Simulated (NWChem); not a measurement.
System: CH$_{5}$BOSe; SMILES COB[SeH]

The following NWChem deck was run.

```
start job
memory heap 200 mb stack 900 mb global 1100 mb
geometry units angstroms noautosym nocenter noautoz
  B     -0.540189    -0.550591     0.000000
  H     -1.733408    -0.800978     0.000000
  O      0.402271    -1.521303     0.000000
  C      0.077079    -2.903215     0.000000
  H      0.516533    -3.381665    -0.899473
  H      0.516533    -3.381665     0.899473
  H     -1.021872    -3.067378     0.000000
  Se     0.098544     1.298518     0.000000
  H     -1.271925     1.861914     0.000000
end
basis spherical
  * library def2-tzvp
end
dft
  xc hfexch
  iterations 150
  semidirect filesize 400000000
end
property
  efieldgrad
end
task dft property
```

Coordinates come from a PBE-D3(BJ)/def2-SVP optimisation.

Vzz is the largest principal value of the second derivative of the potential at the nucleus (NWChem prints the opposite sign); η is the asymmetry. Non-relativistic.

Atoms are numbered as in the input.

Give the results of this calculation. (Hartree-Fock/def2-TZVP.) Quantities: Vzz B1 (a.u.); η B1; Vzz O3 (a.u.); η O3; Vzz Se8 (a.u.); η Se8.


- Vzz B1 (a.u.) = 0.399
- η B1 = 0.26
- Vzz O3 (a.u.) = 1.547
- η O3 = 0.04
- Vzz Se8 (a.u.) = 3.904
- η Se8 = 0.78
